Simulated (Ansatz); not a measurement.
Basis-set series for C3H4ClIn, SMILES `ClC1=[CH][InH][CH2]1`. Charge 0, multiplicity 1. In takes the def2 core potential. The geometry is a stationary point of PBE0-D4/def2-TZVP.

```json
{"functional": "PBE0-D4", "basis": "def2-TZVPP", "functions": "241", "energy (Eh)": "-766.76091", "HOMO (eV)": "-6.92", "LUMO (eV)": "-1.72"}
{"functional": "PBE0-D4", "basis": "def2-QZVPP", "functions": "443", "energy (Eh)": "-766.78236", "HOMO (eV)": "-6.94", "LUMO (eV)": "-1.74"}
{"functional": "ωB97M-V", "basis": "def2-TZVPP", "functions": "241", "energy (Eh)": "-766.91979", "HOMO (eV)": "-9.07", "LUMO (eV)": "-0.26"}
{"functional": "ωB97M-V", "basis": "def2-QZVPP", "functions": "443", "energy (Eh)": "-766.94027", "HOMO (eV)": "-9.10", "LUMO (eV)": "-0.31"}
```

(1) Give the rows for def2-SVP. (An estimate is asked.)

Answers

(1) Ansatz gave: 
```json
{"functional": "PBE0-D4", "basis": "def2-SVP", "functions": "106", "energy (Eh)": "-766.46351", "HOMO (eV)": "-6.87", "LUMO (eV)": "-1.66"}
{"functional": "ωB97M-V", "basis": "def2-SVP", "functions": "106", "energy (Eh)": "-766.61840", "HOMO (eV)": "-9.00", "LUMO (eV)": "-0.08"}
```
